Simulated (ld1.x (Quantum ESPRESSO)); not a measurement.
## Logarithmic derivatives: gold, PAW

```
Element                 : gold (Au)
Generator               : ld1.x (Quantum ESPRESSO) 7.5
Type                    : PAW
Functional              : LDA (PZ)
Relativity              : scalar-relativistic
Frozen core             : [Kr] 4d10 4f14
Valence charge          : 19
Reference configuration : 5s2 5p6 5d10 6s1 6p0
Partial waves           : 5s (bound): rcut 1.20, rcutus 1.35 bohr; 6s (bound): rcut 1.20, rcutus 1.35 bohr; 5p (bound): rcut 1.40, rcutus 1.80 bohr; 6p (bound, empty): rcut 1.40, rcutus 1.80 bohr; 5d (bound): rcut 2.30, rcutus 2.55 bohr; 5d channel at 1.7 Ry: rcut 2.30, rcutus 2.55 bohr
Local potential         : all-electron potential smoothed inside 2.15 bohr (lloc = -1)
Core correction         : a·sin(br)/r model core inside 1.25 bohr
Augmentation charge     : GAUSS, radius 0.95 bohr
```

The phase is arctan(r·u′/u) with u = r·R(r), unwrapped; energies in Ry, scanned from -10 to 5 Ry. A pole is an energy at which the radial function vanishes at the test radius. The pseudo phase is shifted by a multiple of π to meet the all-electron one at the reference energy, and phase errors are pseudo minus all-electron; the curves can meet again beyond the range given. Levels narrower than the energy grid can be missing from the lists of poles. n/a: not evaluated, since a narrow level or a reset projector energy made the automatic matching unsafe.

Task: For each channel, where are the poles, and over which energies does the pseudopotential scatter like the atom?

Result:

| channel | radius (bohr) | reference energy (Ry) | poles, all-electron | poles, pseudo | unbroken range about the reference energy with phases within 0.05 rad | phase error 1 Ry above the reference energy (rad) |
| --- | --- | --- | --- | --- | --- | --- |
| s | 2.75 | -0.45 | 1.12 | 1.11 | n/a | n/a |
| p | 2.75 | -0.07 | -4.39, 2.67 | -4.39, 2.64 | the whole range | -0.001 |
| d | 2.75 | -0.52 | -0.26 | -0.26, 4.08 | below 3.4 | -0.001 |

Phases in the d channel:

| E (Ry) | all-electron | pseudo |
| --- | --- | --- |
| -10.00 | 1.456 | 1.457 |
| -9.76 | 1.455 | 1.456 |
| -9.52 | 1.453 | 1.454 |
| -9.28 | 1.452 | 1.452 |
| -9.04 | 1.450 | 1.451 |
| -8.80 | 1.449 | 1.449 |
| -8.56 | 1.447 | 1.448 |
| -8.32 | 1.445 | 1.446 |
| -8.08 | 1.443 | 1.444 |
| -7.84 | 1.442 | 1.442 |
| -7.60 | 1.439 | 1.440 |
| -7.36 | 1.437 | 1.438 |
| -7.12 | 1.435 | 1.436 |
| -6.88 | 1.433 | 1.433 |
| -6.64 | 1.430 | 1.431 |
| -6.40 | 1.428 | 1.428 |
| -6.16 | 1.425 | 1.426 |
| -5.92 | 1.422 | 1.423 |
| -5.68 | 1.419 | 1.420 |
| -5.44 | 1.415 | 1.416 |
| -5.20 | 1.412 | 1.413 |
| -4.96 | 1.408 | 1.409 |
| -4.72 | 1.404 | 1.405 |
| -4.48 | 1.399 | 1.400 |
| -4.24 | 1.395 | 1.395 |
| -4.00 | 1.389 | 1.390 |
| -3.76 | 1.383 | 1.384 |
| -3.52 | 1.377 | 1.377 |
| -3.28 | 1.369 | 1.370 |
| -3.04 | 1.361 | 1.362 |
| -2.80 | 1.351 | 1.352 |
| -2.56 | 1.340 | 1.341 |
| -2.32 | 1.327 | 1.327 |
| -2.08 | 1.310 | 1.310 |
| -1.84 | 1.288 | 1.288 |
| -1.60 | 1.258 | 1.259 |
| -1.36 | 1.213 | 1.213 |
| -1.12 | 1.129 | 1.129 |
| -0.88 | 0.908 | 0.908 |
| -0.64 | -0.334 | -0.334 |
| -0.40 | -1.426 | -1.426 |
| -0.16 | -1.632 | -1.632 |
| 0.08 | -1.722 | -1.722 |
| 0.32 | -1.783 | -1.784 |
| 0.56 | -1.838 | -1.838 |
| 0.80 | -1.895 | -1.896 |
| 1.04 | -1.964 | -1.965 |
| 1.28 | -2.056 | -2.057 |
| 1.52 | -2.192 | -2.192 |
| 1.76 | -2.412 | -2.412 |
| 2.00 | -2.787 | -2.790 |
| 2.24 | -3.330 | -3.343 |
| 2.48 | -3.818 | -3.842 |
| 2.72 | -4.120 | -4.150 |
| 2.96 | -4.296 | -4.332 |
| 3.20 | -4.407 | -4.449 |
| 3.44 | -4.482 | -4.534 |
| 3.68 | -4.536 | -4.603 |
| 3.92 | -4.577 | -4.667 |
| 4.16 | -4.610 | -4.740 |
| 4.40 | -4.637 | -4.849 |
| 4.64 | -4.660 | -5.107 |
| 4.88 | -4.681 | -6.314 |
